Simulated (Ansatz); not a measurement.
System: SnH2F, charge 0, doublet. SnH2F (SMILES [SnH2][F], doublet).
B3LYP-D3(BJ)/def2-TZVP minimum from Ansatz (a first-principles code):
```xyz
4

Sn     0.2180    -0.1578    -0.0625
F     -1.2004     1.1159     0.3410
H      0.3630    -1.0578     1.4162
H     -0.4596    -1.0947    -1.3589
```
Charge 0, spin multiplicity 2.

Total energies in def2-TZVPP, 13 correlated electrons, 10 frozen orbitals. Open shells are spin-unrestricted; no spin-orbit coupling. Correlated methods leave the cores frozen (noble-gas shells, and filled d and f shells in the p block). Past Kr the def2 sets carry scalar-relativistic core potentials. Spin-orbit terms, left out, reach several kcal/mol for Br and I, and more for heavier atoms.

```
method    program  energy (Eh)  minus CCSDT(Q) (mEh)
--------  -------  -----------  --------------------
HF         Ansatz   -313.99079                376.23
MP2        Ansatz   -314.34062                 26.40
CCSD       Ansatz   -314.35555                 11.48
CCSD(T)    Ansatz   -314.36595                  1.07
CCSDT(Q)   Ansatz   -314.36702                  0.00
```

Rough core times of Ansatz's runs on a shared machine: CCSD(T) 20 s, CCSDT(Q) 30 min.
